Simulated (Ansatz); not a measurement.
Saddle point of Si2NH8F, closed shell (SiNH₄F ([NH2][SiH2][F]) + SiH₄ → Si₂NH₇ ([NH2][SiH2][SiH3]) + HF; bonds formed: Si1–Si7, F2–H6; bonds broken: Si1–F2, H6–Si7), PBE0-D4/def2-TZVP structure:

```
12
angstrom
Si -0.8229 -0.1090 0.3054
F -0.0818 -1.8635 -0.2854
H -2.0480 -0.4547 -0.4437
H -0.8792 1.3863 0.4637
N -0.5369 -0.5883 1.9012
H 0.4090 -0.9012 -0.7562
Si 0.9903 0.7467 -1.3091
H -0.3082 -1.5302 2.1647
H -0.4975 0.0750 2.6543
H 1.7857 1.5543 -0.3516
H 1.9237 0.0722 -2.2586
H 0.0659 1.6122 -2.0847
```

Energies are electronic, without zero-point energy. Barriers and step energies count from the start structure reached by relaxing down the imaginary mode; all methods use the PBE0-D4 structures, on which another method's saddle can fall below an end. Program: Ansatz 0.2.0. Basis: def2-TZVPP, with def2-QZVPP for the basis limit. Cores are frozen in the correlated methods. B3LYP uses VWN-RPA correlation. Extrapolation: Hartree–Fock as exp(−7.88 √X), correlation as X^−2.97.

```tsv
method	barrier (kJ/mol)	step energy (kJ/mol)
SPW92	198.1	121.8
PBE-D4	230.2	125.8
BLYP-D4	266.3	148.3
r2SCAN-D4	259.7	149.5
B97M-V	?	151.9
PBE0-D4	258.1	134.7
B3LYP-D4	285.7	154.4
r2SCAN0-D4	277.7	152.2
BHLYP-D4	317.9	166.3
CAM-B3LYP-D4	294.9	163.4
wB97X-V	286.8	155.4
wB97M-V	285.0	160.0
B2PLYP	296.4	161.6
PBE-QIDH	?	149.6
RPA on PBE	296.9	159.6
HF	?	191.5
MP2	295.1	161.4
CCSD	313.1	160.9
CCSD(T)	297.2	155.9
```

Problem. Fill in the withheld barriers. (An estimate is asked for; the value comes from the calculation.)

Solution. The calculation gives: PBE-QIDH 283.7; HF 391.6; B97M-V 277.6 kJ/mol. Each is the energy of the saddle less that of the start structure, by the same method.

For comparison, the barrier by CCSD(T) at an estimated basis limit (MP2 extrapolated from triple and quadruple zeta, plus CCSD(T) − MP2 in triple zeta) is 293.4 kJ/mol.

No T1 diagnostic of these runs exceeds 0.014.

Labels in which every atom is bracketed show which atoms are joined, not bond orders.

For scale, one of the runs: CCSD(T)/def2-TZVPP, 258 basis functions, launched by `ansatz run in.yaml --threads 4 --pin off --events-out ev --progress --plain --max-ram 9574MiB`. Hardware: 4 CPU threads of an Arm Neoverse V1, shared host. Wall time 2.6 min; peak host memory 5.7 GiB.
